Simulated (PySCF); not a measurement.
From one molecule to another.

First species: C6H12O2Si.
InChI=1S/C6H12O2Si/c7-9-8-5-1-2-6-3-4-6/h1-2,6-7H,3-5,9H2/b2-1-

Second species: C₆H₁₁O₂P.
Geometry (GFN2-xTB, Å), atoms numbered from 1 in this order:
```
atom  x, y, z in Å
C1     3.4714   -0.2355    0.3928
C2     2.3016   -0.7974    0.6379
C3     1.0596   -0.0386    0.9478
P4    -0.0371   -0.1678   -0.5315
O5    -0.2612   -1.5236   -1.0448
O6     0.7059    0.7638   -1.6210
C7    -1.5343    0.7738   -0.1138
C8    -2.5856    0.0111    0.6350
C9    -2.7948    0.3448   -0.8019
H10    3.6068    0.8332    0.4395
H11    4.3419   -0.8186    0.1461
H12    2.1796   -1.8704    0.5753
H13    1.2656    1.0123    1.1451
H14    0.5239   -0.4771    1.7913
H15    0.8964    0.2251   -2.3910
H16   -1.3844    1.8204    0.1092
H17   -3.1620    0.5331    1.3843
H18   -2.3687   -1.0192    0.8778
H19   -3.5180    1.1022   -1.0649
H20   -2.7116   -0.4611   -1.5162
```

Levels: PBE0/pcSseg-1 for HOMO energy, LUMO energy and HOMO–LUMO gap. Geometries: GFN2-xTB. All species are isolated and taken at one optimised geometry, non-relativistic unless stated; the electronic structure was computed with PySCF and density fitting.

Dipoles, sizes and rotational constants follow the conformer. The torsions of the flexible species, by atom-mapped SMILES:
- `[CH2:1]=[CH:2][CH2:3][P@:4](=[O:5])([OH:6])[CH:7]1[CH2:8][CH2:9]1`: C1–C2–C3–P4 108°, C2–C3–P4–O5 51°, C3–P4–C7–C8 -86°, H–O6–P4–C3 122°

The conformers of `O[SiH2]OC/C=C\C1CC1` aren't listed.

Values for the first species:

* HOMO energy: -6.80 eV
* LUMO energy: 0.29 eV
* HOMO–LUMO gap: 7.09 eV

Problem. Estimate the same properties for the second species, and the change in each.

Solution. 
```
     property     first    second  second less first
  HOMO energy  -6.80 eV  -7.36 eV           -0.56 eV
  LUMO energy   0.29 eV   0.12 eV           -0.17 eV
HOMO–LUMO gap   7.09 eV   7.48 eV           +0.39 eV
```

